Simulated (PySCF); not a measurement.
A GIAO shielding run with PySCF 2.14 (density fitting, non-relativistic, gas phase) on `InChI=1S/C6H14O/c1-4-6(3)7-5-2/h6H,4-5H2,1-3H3/t6-/m1/s1`:

```
{"job": {"kind": "nmr", "xc": "PBE0", "basis": "pcSseg-1"}, "charge": 0, "multiplicity": 1}
C     -2.659955    -1.149059    -0.237696
C     -1.776556    -0.021099     0.273411
O     -0.487198    -0.189414    -0.265471
C      0.523436     0.626201     0.297065
C      0.429244     2.078517    -0.181498
C      1.864733     0.004678    -0.104396
C      2.074676    -1.360543     0.537833
H     -2.693292    -1.123191    -1.323206
H     -2.254746    -2.108581     0.072057
H     -3.666824    -1.040542     0.156216
H     -1.729117    -0.043824     1.374411
H     -2.203859     0.947648    -0.027312
H      0.428347     0.607461     1.397792
H     -0.518065     2.523190     0.114120
H      0.508982     2.114087    -1.265393
H      1.234338     2.664654     0.253675
H      2.669579     0.682119     0.185571
H      1.873494    -0.098890    -1.190243
H      1.253517    -2.020500     0.272240
H      3.005925    -1.803186     0.193225
H      2.114422    -1.272783     1.621830
```

Hardware: 1 thread of an Arm Neoverse V1, shared host. The job also computes population analyses, field gradients.

**Question.** How large is the calculation?

**Answer.** 58 electrons, 189 basis functions and 975 auxiliary functions.

**Question.** How long does it take?

**Answer.** 27 s of wall time, with 12 SCF cycles and 4 response iterations. Times on a shared host scatter by some tens of per cent.
